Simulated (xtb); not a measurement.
CH₄BrGaO, SMILES [Br][Ga]([CH3])[OH]. All values are semi-empirical tight-binding results from xtb (GFN2-xTB unless named), good for trends rather than for accurate numbers. Geometry optimised at GFN2-xTB. The structure was generated by enumeration; whether it is a known compound was not checked. The values are those of a single conformer.

Optimised geometry:

```xyz
8

Ga     0.5275     0.5237    -0.0244
Br    -1.1024    -1.1026     0.0588
C      0.5444     2.1951    -1.1587
H      1.2832     2.0801    -1.9518
H      0.8339     3.0349    -0.5283
H     -0.4378     2.3726    -1.5973
O      1.8842     0.2596     1.0110
H      2.2146    -0.3768     1.6397
```

For metal compounds this method's bond lengths and energies can be far off.

Question: Estimate the properties. (Estimate from the structure and the level; the computed values follow.)

Answer: 
```json
{
 "orbital_gap": "4.21 eV",
 "zero_point_energy": "29.3 kcal/mol",
 "G − E(el) at 298.15 K (modified RRHO)": "8.1 kcal/mol"
}
```

Computed atomic charges and the Wiberg bond orders between heavy atoms:
charges (e) Ga1 0.12, Br2 -0.11, C3 -0.12, H4 0.08, H5 0.09, H6 0.08, O7 -0.47, H8 0.32. Bond orders Ga1–Br2 1.16, Ga1–C3 0.90, Ga1–O7 1.25.
